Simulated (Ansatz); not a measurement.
Total energies of CH₄SSn (`[CH3][Sn][SH]`).

| atom | x (Å) | y (Å) | z (Å) |
| --- | --- | --- | --- |
| C1 | -0.512 | -0.717 | -0.425 |
| Sn2 | -0.975 | 1.401 | -0.118 |
| S3 | 1.119 | 1.901 | 1.013 |
| H4 | -0.346 | -1.200 | 0.542 |
| H5 | 0.405 | -0.811 | -1.014 |
| H6 | -1.321 | -1.234 | -0.945 |
| H7 | 1.631 | 0.660 | 0.947 |

Total charge 0; spin multiplicity 1. Correlated methods include outer-core shells of Sn, which these sets cover unevenly. Sn takes the def2 core potential. The structure was optimised at the PBE0-D4/def2-TZVP level. It is one conformer, not always the lowest. Basis def2-TZVPP, the Gaussian-basis code of Ansatz.

RPA on PBE orbitals: Hartree–Fock energy of these orbitals -651.09307 Eh, correlation -1.05010 Eh (frozen core).

```
             functional  energy without D4 (Eh)  D4 term (kJ/mol)
            LDA (SPW92)              -650.96446                 –
                    PBE              -652.83377             -15.8
                 revPBE              -653.03008             -41.6
                 r2SCAN              -653.09147              -3.4
                 B97M-V              -652.96199                 –
                   PBE0              -652.87973             -13.4
                r2SCANh              -653.07592              -3.8
                r2SCAN0              -653.05354              -4.2
HSE06 (plane-wave form)              -652.86828             -12.6
                  BHLYP              -652.96397             -23.2
                LC-ωPBE              -652.94893                 –
                ωB97X-V              -652.96839                 –
                 B2PLYP              -652.68949                 –
               PBE-QIDH              -652.58862                 –
```

Problem. Give the same for BLYP, B3LYP, CAM-B3LYP, ωB97M-V. (Best estimate.)

Solution. The calculation gave: 
```csv
functional,energy without D4 (Eh),D4 term (kJ/mol)
BLYP,-652.99012,-34.1
B3LYP,-653.16280,-26.0
CAM-B3LYP,-653.03120,-13.8
ωB97M-V,-652.96482,–
```

B3LYP takes the VWN-RPA correlation (the form of Gaussian; ORCA's B3LYP/G). HSE06 is the plane-wave form, built on full-range PBE exchange. The double hybrids freeze the cores in their second-order part.

LC-ωPBE has ω = 0.4 bohr⁻¹.
